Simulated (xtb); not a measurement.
Input for xtb:
```
$ xtb mol.xyz --gfn 0 --chrg 2 --uhf 1 --json

# file mol.xyz
3

Br    -1.63757191    -0.08958501     0.00510133
B     -0.01549352     0.82472876    -0.03127262
Br     1.63978527    -0.02823338    -0.00063381
```

### Question
What is the computed partial charges in atom order (GFN0-xTB run with xtb)?

### Answer
Br1 0.55, B2 0.89, Br3 0.55

### Question
Estimate the total energy that GFN0-xTB returns for this input.

### Answer
-4.604940 Ha
